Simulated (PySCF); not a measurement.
Mapped SMILES: `[CH3:1][C@H:2]1[CH2:3][CH2:4][CH2:5][Si:6]12[CH2:7][CH2:8][CH2:9][CH2:10]2` (H(Xn): hydrogen on atom n). Ha(C3), Ha(C4), Ha(C5) are cis to C1 on the ring; Ha(C7), Ha(C8), Ha(C9), Ha(C10) are pro-R; Hb(C7), Hb(C8), Hb(C9), Hb(C10) are pro-S; Hb(C3), Hb(C4), Hb(C5) are trans to C1 on the ring.

[PySCF 2.14.0 with density-fitted response routines: structure optimised with PBE0-D3(BJ)/def2-SVP; GIAO PBE0/pcSseg-1 shieldings; no solvent model; relativity neglected; a single conformation; equivalent nuclei averaged]

Scale: 13C (σref 184.41) and 1H (σref 31.27) and 29Si (σref 351.99) vs TMS (reference shieldings calculated alike).

| atoms | nucleus | count | Hirshfeld charge | δ (ppm) |
| --- | --- | --- | --- | --- |
| C5 | 13C | 1 | -0.17 | 15.3 |
| Hb(C5) | 1H | 1 | 0.03 | 0.76 |
| C9 | 13C | 1 | -0.07 | ? |
| C4 | 13C | 1 | -0.07 | 29.0 |
| Hb(C9) | 1H | 1 | 0.03 | ? |
| Ha(C10) | 1H | 1 | 0.03 | ? |
| C1 | 13C | 1 | -0.12 | 17.5 |
| C2 | 13C | 1 | -0.11 | 23.0 |
| Ha(C3) | 1H | 1 | 0.03 | ? |
| Ha(C7) | 1H | 1 | 0.03 | 0.73 |
| C7 | 13C | 1 | -0.17 | ? |
| H(C1) | 1H | 3 | 0.04 | 1.06 |
| Ha(C9) | 1H | 1 | 0.03 | 1.07 |
| C10 | 13C | 1 | -0.16 | 10.8 |
| Hb(C3) | 1H | 1 | 0.03 | 1.87 |
| Hb(C8) | 1H | 1 | 0.04 | ? |
| Si6 | 29Si | 1 | 0.39 | 36.4 |
| C3 | 13C | 1 | -0.07 | 40.5 |
| Ha(C8) | 1H | 1 | 0.03 | ? |
| Ha(C4) | 1H | 1 | 0.04 | 1.90 |
| Hb(C10) | 1H | 1 | 0.03 | 0.57 |
| Hb(C7) | 1H | 1 | 0.03 | 0.47 |
| Ha(C5) | 1H | 1 | 0.03 | ? |
| H(C2) | 1H | 1 | 0.03 | 0.68 |
| C8 | 13C | 1 | -0.07 | 30.9 |
| Hb(C4) | 1H | 1 | 0.03 | 1.20 |

**Question.** Complete the table.

**Answer.** 
- C9: 30.3 ppm, sp3 CH2 in a ring; a saturated carbon with 2 carbon neighbours and no heteroatom attached
- C7: 14.7 ppm, sp3 CH2 bonded to Si
- Hb(C9): 1.92 ppm, hydrogen on an sp3 CH2 in a ring
- Hb(C8): 1.92 ppm, hydrogen on an sp3 CH2 in a ring
- Ha(C8): 1.03 ppm, hydrogen on an sp3 CH2 in a ring
- Ha(C3): 0.84 ppm, hydrogen on an sp3 CH2 in a ring
- Ha(C5): 0.63 ppm, hydrogen on an sp3 CH2 bonded to Si; an electropositive neighbour shields it, as in TMS itself
- Ha(C10): 0.50 ppm, hydrogen on an sp3 CH2 bonded to Si; an electropositive neighbour shields it, as in TMS itself

Shifts are as computed. Against solution values, carbons near 30 ppm lie about +2 ppm off and those near 130 ppm about +5 ppm. Of 1211 compounds with measured shifts, 218 miss one by over three times the rms of a fit or turn the order of signals round; such compounds aren't used in these exercises.
